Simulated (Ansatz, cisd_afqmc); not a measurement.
Species: N, charge 0, quartet.

Total energies in aug-cc-pVDZ, 5 correlated electrons, 1 frozen orbitals. Open shells are spin-unrestricted; no spin-orbit coupling. Correlated methods leave the cores frozen. No relativity. AFQMC/CISD: phaseless, guided by CISD from CCSD amplitudes; bars are statistical, one sigma. Outlying blocks are dropped, and bars are widened where a walk drifts. Over all cases where full CI ran beside it in this data, AFQMC minus full CI had a median of +0.1 mEh and passed +0.4 mEh in a tenth of the cases. Full CI freezes restricted core orbitals and the other rows unrestricted ones, which leaves a small offset even where coupled cluster is exact.

```json
[
 {"method": "HF", "program": "Ansatz", "energy (Eh)": "-54.39318", "error against FCI (mEh)": "93.97"},
 {"method": "MP2", "program": "Ansatz", "energy (Eh)": "-54.46817", "error against FCI (mEh)": "18.98"},
 {"method": "CCSD", "program": "Ansatz", "energy (Eh)": "-54.48571", "error against FCI (mEh)": "1.44"},
 {"method": "CCSD(T)", "program": "Ansatz", "energy (Eh)": "-54.48698", "error against FCI (mEh)": "0.17"},
 {"method": "CCSDT(Q)", "program": "Ansatz", "energy (Eh)": "-54.48727", "error against FCI (mEh)": "-0.12"},
 {"method": "CCSDTQ", "program": "Ansatz", "energy (Eh)": "-54.48727", "error against FCI (mEh)": "-0.12"},
 {"method": "AFQMC/CISD", "program": "cisd_afqmc", "energy (Eh)": "-54.4873 ± 0.0001", "error against FCI (mEh)": "-0.1 ± 0.1"},
 {"method": "FCI", "program": "Ansatz", "energy (Eh)": "-54.48715", "error against FCI (mEh)": "0.00"}
]
```

Ansatz is an electronic-structure program.
